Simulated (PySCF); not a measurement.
MoO$_{3}$, singlet, geometry from GFN2-xTB (such geometries of metal compounds can be far from the true shape) (all electrons, no relativity); SVWN5/3-21G in PySCF.

Here is a job for PySCF.
```python
from pyscf import gto, scf, dft

mol = gto.Mole()
mol.atom = '''
    Mo   -0.00000000    0.00000000   -0.00000000
    O    -1.13052664   -1.19505018   -0.09977712
    O    -0.10130963    1.31480846   -0.98853729
    O     1.23183628   -0.11975828    1.08831441
'''
mol.basis = '3-21g'
mol.verbose = 4
mol.build()

mf = dft.RKS(mol)
mf.xc = 'lda,vwn'
mf.diis_space = 12
mf.kernel()
```

### Question
Predict the main parts of the log of this PySCF run.

### Answer

```
PySCF version 2.14.0

[INPUT] verbose = 4
[INPUT] num. atoms = 4
[INPUT] num. electrons = 66
[INPUT] charge = 0
[INPUT] spin (= nelec alpha-beta = 2S) = 0
[INPUT] symmetry False subgroup None
[INPUT] Mole.unit = angstrom
[INPUT] Symbol           X                Y                Z      unit          X                Y                Z       unit  Magmom
[INPUT]  1 Mo     0.000000000000   0.000000000000   0.000000000000 AA    0.000000000000   0.000000000000   0.000000000000 Bohr   0.0
[INPUT]  2 O     -1.130526640000  -1.195050180000  -0.099777120000 AA   -2.136385726125  -2.258317545312  -0.188551430298 Bohr   0.0
[INPUT]  3 O     -0.101309630000   1.314808460000  -0.988537290000 AA   -0.191447454481   2.484627895661  -1.868064742020 Bohr   0.0
[INPUT]  4 O      1.231836280000  -0.119758280000   1.088314410000 AA    2.327833199503  -0.226310350349   2.056616172318 Bohr   0.0

nuclear repulsion = 359.247156872465
number of shells = 29
number of NR pGTOs = 126
number of NR cGTOs = 63
basis = 3-21g
ecp = {}

******** <class 'pyscf.dft.rks.RKS'> ********
method = RKS
initial guess = minao
damping factor = 0
level_shift factor = 0
DIIS = <class 'pyscf.scf.diis.CDIIS'>
diis_start_cycle = 1
diis_space = 12
diis_damp = 0
SCF conv_tol = 1e-09
SCF conv_tol_grad = None
SCF max_cycles = 50
direct_scf = True
direct_scf_tol = 1e-13
XC library pyscf.dft.libxc version 7.1.2
    S. Lehtola, C. Steigemann, M. J. T. Oliveira, and M. A. L. Marques,  SoftwareX 7, 1–5 (2018)
XC functionals = lda,vwn
    P. A. M. Dirac,  Math. Proc. Cambridge Philos. Soc. 26, 376 (1930)
    F. Bloch,  Z. Phys. 57, 545 (1929)
    S. H. Vosko, L. Wilk, and M. Nusair,  Can. J. Phys. 58, 1200 (1980)
radial grids:
    Treutler-Ahlrichs [JCP 102, 346 (1995); DOI:10.1063/1.469408] (M4) radial grids

becke partition: Becke, JCP 88, 2547 (1988); DOI:10.1063/1.454033
pruning grids: <function nwchem_prune>
grids dens level: 3
symmetrized grids: False
atomic radii adjust function: <function treutler_atomic_radii_adjust>
small_rho_cutoff = 0
Set gradient conv threshold to 3.16228e-05
Initial guess from minao.
tot grids = 64688
init E= -4171.90517948472
  HOMO = -0.33896922886114  LUMO = -0.0765275555139246  gap/eV = 7.14140
cycle= 1 E= -4175.56002872903  delta_E= -3.65  |g|=  2.6  |ddm|= 2.98
  HOMO = -0.0951441466778408  LUMO = -0.0356330718510456  gap/eV = 1.61938
cycle= 2 E= -4160.88426151585  delta_E= 14.7  |g|= 6.89  |ddm|= 8.73
  HOMO = -0.248761833478678  LUMO = -0.19898461889704  gap/eV = 1.35451
cycle= 3 E= -4177.21971605947  delta_E= -16.3  |g|=    1  |ddm|= 7.83
  HOMO = -0.256764777011189  LUMO = -0.211150198684388  gap/eV = 1.24124
cycle= 4 E= -4177.23886285918  delta_E= -0.0191  |g|= 0.922  |ddm|= 0.159
  HOMO = -0.256922334040423  LUMO = -0.211331148997307  gap/eV = 1.24060
cycle= 5 E= -4177.2380141049  delta_E= 0.000849  |g|= 0.925  |ddm|= 0.0018
  HOMO = -0.271900945968798  LUMO = -0.206514108877752  gap/eV = 1.77927
cycle= 6 E= -4177.3897896236  delta_E= -0.152  |g|= 0.236  |ddm|= 0.384
  HOMO = -0.263171172219797  LUMO = -0.19522181358077  gap/eV = 1.84900
cycle= 7 E= -4177.39609918367  delta_E= -0.00631  |g|= 0.162  |ddm|= 0.189
  HOMO = -0.26329673855495  LUMO = -0.193194129606088  gap/eV = 1.90759
cycle= 8 E= -4177.40151879579  delta_E= -0.00542  |g|= 0.006  |ddm|= 0.128
  HOMO = -0.263046696815463  LUMO = -0.192922840033367  gap/eV = 1.90817
cycle= 9 E= -4177.40151661953  delta_E= 2.18e-06  |g|= 0.00684  |ddm|= 0.00781
  HOMO = -0.263058917732996  LUMO = -0.192929831155309  gap/eV = 1.90831
cycle= 10 E= -4177.40152620272  delta_E= -9.58e-06  |g|= 0.000774  |ddm|= 0.00571
  HOMO = -0.26309219793608  LUMO = -0.192974378951433  gap/eV = 1.90800
cycle= 11 E= -4177.40152633819  delta_E= -1.35e-07  |g|= 0.000173  |ddm|= 0.000803
  HOMO = -0.263097857723266  LUMO = -0.192973810307308  gap/eV = 1.90817
cycle= 12 E= -4177.40152634444  delta_E= -6.26e-09  |g|= 1.56e-05  |ddm|= 0.000132
  HOMO = -0.263098463935563  LUMO = -0.192973819257907  gap/eV = 1.90819
cycle= 13 E= -4177.40152634446  delta_E= -1.46e-11  |g|= 3.8e-06  |ddm|= 1.61e-05
  HOMO = -0.263098102055728  LUMO = -0.192974284226427  gap/eV = 1.90817
Extra cycle  E= -4177.40152634442  delta_E= 3.91e-11  |g|= 1.97e-05  |ddm|= 1.4e-05
converged SCF energy = -4177.40152634442
```
